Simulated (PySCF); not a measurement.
# CSe⁺: energy against distance

Set-up: C x2c-SVPall, Se x2c-SVPall; spin-free X2C with a Gaussian nucleus (PySCF 2.14). Energies in eV from C + Se⁺ in their ground configurations at the same level. State: ²Σ⁺ (doublet), unpaired electrons σ ↑.

All columns are PBE0. A positive dipole points towards Se; it is taken about the centre of mass and depends on that origin.

```
R (Å)  E (eV)  μ (D)  Mulliken charge on C (basis-dependent)  HOMO (eV)  LUMO (eV)  Mayer bond order  ⟨S²⟩
1.400  -2.889  -0.55                                    0.19     -18.34     -12.28              2.87  0.78
1.465  -4.002  -0.66                                    0.22     -17.98     -12.45              2.84  0.79
1.530  -4.609  -0.78                                    0.25     -17.64     -12.61              2.80  0.81
1.579  -4.819  -0.88                                    0.27     -17.42     -12.72              2.76  0.83
1.628  -4.869  -0.97                                    0.28     -17.21     -12.81              2.71  0.86
1.677  -4.801  -1.07                                    0.30     -17.03     -12.88              2.65  0.91
1.742  -4.579  -1.20                                    0.31     -16.83     -12.93              2.54  1.01
1.823  -4.176  -1.32                                    0.32     -16.65     -12.96              2.37  1.18
1.921  -3.607  -1.42                                    0.32     -16.50     -12.99              2.17  1.39
2.051  -2.818  -1.48                                    0.31     -16.07     -13.08              1.96  1.62
```

A fit through these points gives, at Re = 1.622 Å, μ = -0.96 D and dμ/dR = -2.02 D/Å; the reduced mass is 10.43 u.

Task: How strong is the fundamental in the double-harmonic approximation, I = 42.26·(dμ/dR)²/μred km/mol?

Result: I = 42.26·(-2.02)²/10.43 = 16.5 km/mol at PBE0.

⟨S²⟩ of the unrestricted solution departs from its pure value on part of the curve, where spin states mix. Spin–orbit coupling is left out. For an ion De counts to the pair picked by the measured ionisation energies or electron affinities, which need not be the lowest pair at this level. The state is the lowest determinant that a PBE0 search found; another state may lie lower at other levels.
